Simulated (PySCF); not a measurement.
# Radial density of Sc²⁺ (scandium, charge +2)

UHF, [Ar] 4s1, 2S determinant (an excited configuration). All numbers are calculated (PySCF 2.14, no relativity, point nucleus, in aug-cc-pVTZ with one added diffuse shell each of s, p, d, f, g type (9s8p6d4f3g, 118 functions)).

| r (bohr) | 4πr²ρ (e/bohr) | 4πr²(ρα − ρβ) |
| --- | --- | --- |
| 0.00131 | 0.1259 | 0.0001 |
| 0.00220 | 0.3430 | 0.0002 |
| 0.00370 | 0.9113 | 0.0006 |
| 0.00622 | 2.319 | 0.0014 |
| 0.0105 | 5.492 | 0.0033 |
| 0.0176 | 11.53 | 0.0068 |
| 0.0296 | 19.82 | 0.0107 |
| 0.0498 | 24.76 | 0.0094 |
| 0.0838 | 20.69 | -0.0003 |
| 0.141 | 19.37 | 0.0073 |
| 0.237 | 26.39 | 0.0328 |
| 0.399 | 14.82 | 0.0005 |
| 0.671 | 6.945 | 0.0773 |
| 1.13 | 7.660 | 0.0124 |
| 1.90 | 1.579 | 0.2158 |
| 3.19 | 0.4099 | 0.3901 |
| 5.37 | 0.03524 | 0.0352 |
| 9.03 | 0.0001509 | 0.0002 |
